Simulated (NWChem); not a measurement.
System meant: HfH$_{4}$S$_{2}$; SMILES [HfH2]([SH])[SH]

Input file for NWChem:

```
start job
memory heap 200 mb stack 900 mb global 1100 mb
geometry units angstroms noautoz
  Hf    -0.211917     0.031337     0.076494
  H     -1.547534    -0.152792     1.328679
  H     -0.974624    -0.013404    -1.600128
  S      1.346540    -1.815986     0.234858
  H      1.081502    -2.027167    -1.083895
  S      0.817467     2.207992     0.394359
  H      2.061216     1.684081     0.517628
end
basis spherical
  Hf library def2-svp
  H library def2-svp
  S library def2-svp
end
dft
  xc xpbe96 cpbe96
  iterations 150
  mulliken
end
task dft energy
```

End of the output:

```
          Convergence Information
          -----------------------
          Convergence aids based upon iterative change in
          total energy or number of iterations.
          Levelshifting, if invoked, occurs when the
          HOMO/LUMO gap drops below (HL_TOL):  1.00D-02
          DIIS, if invoked, will attempt to extrapolate
          using up to (NFOCK): 10 stored Fock matrices.

                    Damping( 0%)  Levelshifting(0.5)       DIIS
                  --------------- ------------------- ---------------
          dE  on:    start            ASAP                start
          dE off:    2 iters        150 iters           150 iters

      Screening Tolerance Information
      -------------------------------
          Density screening/tol_rho:  1.00D-10
          AO Gaussian exp screening on grid/accAOfunc:  14
          CD Gaussian exp screening on grid/accCDfunc:  20
          XC Gaussian exp screening on grid/accXCfunc:  20
          Schwarz screening/accCoul:  1.00D-08

      Superposition of Atomic Density Guess
      -------------------------------------

      charge =      72.0 Hf (Hafnium)

      symmetry species            s     p     d     f
      number of basis functions = 7     6     5     1
      number of cont. functions = 6     3     2     1
      number of closed shells   = 6     4     2     1
      number of open shells     = 0     0     1     0
      open shell occupation     = 0     0     2     0
 ------------------------------------------------------------------------
 atomscf:atomd: error in atom scf                   0
 ------------------------------------------------------------------------
 ------------------------------------------------------------------------
  current input line :
    22: task dft energy
 ------------------------------------------------------------------------
 ------------------------------------------------------------------------
 This error has not yet been assigned to a category
 ------------------------------------------------------------------------
 For more information see the NWChem manual at https://nwchemgit.github.io

0:atomscf:atomd: error in atom scf:Received an Error in Communication
```

Problem. What is wrong, and how is it mended?

Solution. The run crashed. Cause: the def2 basis of a heavy element holds valence functions alone and wants its effective core potential (without it all electrons must fit into that basis). This input runs:
```
start job
memory heap 200 mb stack 900 mb global 1100 mb
geometry units angstroms noautoz
  Hf    -0.211917     0.031337     0.076494
  H     -1.547534    -0.152792     1.328679
  H     -0.974624    -0.013404    -1.600128
  S      1.346540    -1.815986     0.234858
  H      1.081502    -2.027167    -1.083895
  S      0.817467     2.207992     0.394359
  H      2.061216     1.684081     0.517628
end
basis spherical
  * library def2-svp
end
ecp
  Hf library def2-ecp
end
dft
  xc xpbe96 cpbe96
  iterations 150
  mulliken
end
task dft energy
```
It converges to -846.26512 Ha (PBE/def2-SVP with def2 effective core potentials on Hf).
